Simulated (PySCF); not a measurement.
Point groups of optimised structures. Computed with PySCF 2.14.0, PBE0-D3(BJ)/def2-SVP geometry optimisation, gas phase. The symmetry is that of the one conformer found, every atom within 0.08 Å of its image; none is proved a minimum here. The geometries of the anions come from a basis without diffuse functions.

Point group, rotor type and polarity of `[H][Al-]([H])([H])[H]` ([AlH4]-)?

Td; spherical top; symmetry number 12; 24 operations, which sort the 5 atoms into 2 sets; dipole about the centre of mass forbidden by symmetry (computed 0.00 D).

What symmetry has `[Br][Cr][Br]` [quintet]?

D∞h; linear; symmetry number 2; dipole forbidden by symmetry (computed 0.00 D).

What symmetry has `[CH3:1][NH:2][GaH2-:3][NH3+:4]` with C1–N2–Ga3–N4 -97°?

C1; asymmetric top; symmetry number 1; this conformer is chiral (no improper operation); dipole 4.51 D; A, B, C = 6704, 2784, 2215 MHz.

Neither the SCF state along the optimisation nor the shape of the open-shell metal species was proved the lowest: other solutions of the same spin, or a structure of lower symmetry, can lie below.
